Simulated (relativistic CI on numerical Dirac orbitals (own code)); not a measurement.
**Forbidden lines of Zn¹⁴⁺**

These numbers are calculated, not measured: Dirac-Coulomb-Breit CI, separate exchange-only KLI orbitals for each configuration, model QED, unscaled Slater integrals (own radial code, finite nucleus).

Configuration list (outside the closed core [Ne]): 3s2 3p4, 3s 3p5, 3s2 3p3 3d, 3p6, 3s 3p4 3d, 3p5 3d, 3s 3p3 3d2, 3s2 3p3 4s, 3s2 3p2 3d 4p, 3p5 4s, 3s2 3p3 4p, 3p5 4p, 3s 3p3 3d 4s, 3s2 3p3 4d, 3s 3p4 4s, 3s2 3p3 4f, 3s 3p4 4p, 3p4 3d 4p, 3s 3p4 4d, 3s2 3p3 5s, 3s 3p4 4f, 3s2 3p3 5p, 3s2 3p2 4s 4p, 3s2 3p3 5d, 3s2 3p3 5f, 3s2 3p3 5g, 3s 3p3 4s2, 3s 3p4 5s, 3s2 3p3 6s, 3s2 3p2 3d2, 3s2 3p 3d3, 3s 3p2 3d3, 3s2 3p 3d2 4s, 3s2 3p 3d2 4p, 3s2 3p 3d2 4d, 3p4 3d2, 3p3 3d3, 3p3 3d2 4s, 3p3 3d2 4p, 3p3 3d2 4d, 3s2 3p2 3d 4s, 3s 3p2 3d2 4s, 3s2 3p 3d 4s2, 3s2 3p 3d 4s 4p, 3s2 3p 3d 4s 4d, 3p4 3d 4s, 3p3 3d 4s2, 3p3 3d 4s 4p, 3p3 3d 4s 4d, 3s2 3p2 4s2, 3s 3p2 3d 4s2, 3s2 3p 4s2 4p, 3s2 3p 4s2 4d, 3s2 3p2 4p2, 3s2 3p 3d 4p2, 3s 3p2 3d 4p2, 3s2 3p 4s 4p2, 3s2 3p 4p3, 3s2 3p 4p2 4d. Double excitations out of closed p, d and f shells are left out; levels of such configurations are missing from the list, as are those of other unlisted configurations, and high levels can miss mixing partners. These lack a partner that the ground configuration has and come out too high: 3s2 3p3 4f, 3s 3p4 4p, 3s 3p4 4d, 3s2 3p3 5s, 3s 3p4 4f.

| λ vac (Å) | Lower | Upper | Type | A (s⁻¹) | gf | Branching (%) |
| --- | --- | --- | --- | --- | --- | --- |
| 164.30 | 3s2 3p4 3P_2 [1] | 3s2 3p3 3d 1G°_4 [25] | M2 | 1.27e+01 | 4.64e-10 | 3.4 |
| 182.29 | 3s2 3p4 1D_2 [4] | 3s2 3p3 3d 1G°_4 [25] | M2 | 3.31e+01 | 1.49e-09 | 8.9 |
| 186.33 | 3s2 3p4 1D_2 [4] | 3s2 3p3 3d 3G°_4 [23] | M2 | 8.58e+00 | 4.02e-10 | 3.5 |
| 194.62 | 3s2 3p4 3P_2 [1] | 3s2 3p3 3d 5D°_4 [14] | M2 | 8.92e+01 | 4.56e-09 | 98.0 |
| 194.70 | 3s2 3p4 1D_2 [4] | 3s2 3p3 3d 3F°_4 [21] | M2 | 1.30e+02 | 6.66e-09 | 27.0 |
| 362.95 | 3s 3p5 3P°_2 [6] | 3s2 3p3 3d 3F°_4 [33] | E2 | 2.06e+02 | 3.66e-08 | 6.0 |
| 512.52 | 3s 3p5 3P°_2 [6] | 3s2 3p3 3d 3F°_4 [21] | E2 | 5.25e+01 | 1.86e-08 | 10.9 |
| 698.17 | 3s2 3p3 3d 5D°_3 [13] | 3s2 3p3 3d 3F°_4 [33] | M1 | 2.05e+02 | 1.35e-07 | 6.0 |
| 712.87 | 3s2 3p3 3d 5D°_4 [14] | 3s2 3p3 3d 3F°_4 [33] | M1 | 1.23e+03 | 8.42e-07 | 35.6 |
| 963.91 | 3s2 3p3 3d 3D°_3 [16] | 3s2 3p3 3d 3F°_4 [33] | M1 | 3.37e+02 | 4.23e-07 | 9.8 |
| 1022.6 | 3s2 3p3 3d 5D°_3 [13] | 3s2 3p3 3d 1G°_4 [25] | M1 | 6.87e+01 | 9.70e-08 | 18.6 |
| 1054.5 | 3s2 3p3 3d 5D°_4 [14] | 3s2 3p3 3d 1G°_4 [25] | M1 | 2.31e+02 | 3.46e-07 | 62.2 |
| 1074.0 | 3s2 3p4 3P_1 [3] | 3s2 3p4 1S_0 [5] | M1 | 6.21e+03 | 1.07e-06 | 99.6 |
| 1121.2 | 3s2 3p3 3d 5D°_4 [14] | 3s2 3p3 3d 3G°_5 [24] | M1 | 3.47e+01 | 7.19e-08 | 37.3 |
| 1164.0 | 3s2 3p3 3d 5D°_3 [13] | 3s2 3p3 3d 3G°_4 [23] | M1 | 2.58e+01 | 4.71e-08 | 10.4 |
| 1205.5 | 3s2 3p3 3d 5D°_4 [14] | 3s2 3p3 3d 3G°_4 [23] | M1 | 1.78e+02 | 3.50e-07 | 72.1 |
| 1243.7 | 3s2 3p3 3d 3F°_4 [21] | 3s2 3p3 3d 3F°_4 [33] | M1 | 3.48e+02 | 7.25e-07 | 10.1 |
| 1664.1 | 3s2 3p4 3P_2 [1] | 3s2 3p4 1D_2 [4] | M1 | 6.74e+02 | 1.40e-06 | 94.9 |
| 1670.3 | 3s2 3p3 3d 5D°_4 [14] | 3s2 3p3 3d 3F°_4 [21] | M1 | 2.36e+02 | 8.88e-07 | 49.0 |
| 1744.5 | 3s2 3p3 3d 3G°_4 [23] | 3s2 3p3 3d 3F°_4 [33] | M1 | 3.85e+02 | 1.58e-06 | 11.2 |
| 1957.5 | 3s2 3p3 3d 3G°_5 [24] | 3s2 3p3 3d 3F°_4 [33] | M1 | 3.09e+02 | 1.60e-06 | 9.0 |
| 2200.5 | 3s2 3p3 3d 1G°_4 [25] | 3s2 3p3 3d 3F°_4 [33] | M1 | 2.77e+02 | 1.81e-06 | 8.0 |
| 2274.1 | 3s2 3p3 3d 3F°_3 [20] | 3s2 3p3 3d 1G°_4 [25] | M1 | 1.19e+01 | 8.28e-08 | 3.2 |
| 3189.3 | 3s2 3p4 3P_1 [3] | 3s2 3p4 1D_2 [4] | M1 | 3.51e+01 | 2.67e-07 | 4.9 |
| 3410.4 | 3s2 3p3 3d 3F°_4 [21] | 3s2 3p3 3d 3G°_5 [24] | M1 | 5.16e+01 | 9.89e-07 | 55.5 |
| 3479.7 | 3s2 3p4 3P_2 [1] | 3s2 3p4 3P_1 [3] | M1 | 4.88e+02 | 2.66e-06 | 100.0 |
| 3714.9 | 3s2 3p4 3P_2 [1] | 3s2 3p4 3P_0 [2] | E2 | 1.10e-01 | 2.29e-10 | 100.0 |
| 4285.0 | 3s2 3p3 3d 3D°_3 [16] | 3s2 3p3 3d 3F°_4 [21] | M1 | 4.75e+01 | 1.18e-06 | 9.9 |
| 4332.2 | 3s2 3p3 3d 3F°_4 [21] | 3s2 3p3 3d 3G°_4 [23] | M1 | 1.89e+01 | 4.79e-07 | 7.6 |
| 11099.2 | 3s2 3p3 3d 3F°_3 [20] | 3s2 3p3 3d 3F°_4 [21] | M1 | 1.20e+01 | 1.99e-06 | 2.5 |
| 16027.6 | 3s2 3p3 3d 3G°_4 [23] | 3s2 3p3 3d 3G°_5 [24] | M1 | 3.96e+00 | 1.68e-06 | 4.3 |

Terms are leading LS components. Brackets give the number of a level in order of energy, since labels repeat. The list gives strong lines, with weight on those to low levels, among the lowest 400 of 8828 levels, so that lines to higher ones, which can be the strongest, are missing. Levels whose partners in the same complex of configurations lie outside the list can be far off, and so can their lines. Rates are taken at the computed energies, electric ones in the length gauge.

At this charge energies of transitions that change n are usually good to better than 1 %, and those within a shell (Δn = 0) to a few per cent.

LS names give the leading component of a level, which can be under half, so a name can repeat, a term be missing and a line seem to break the LS rules.
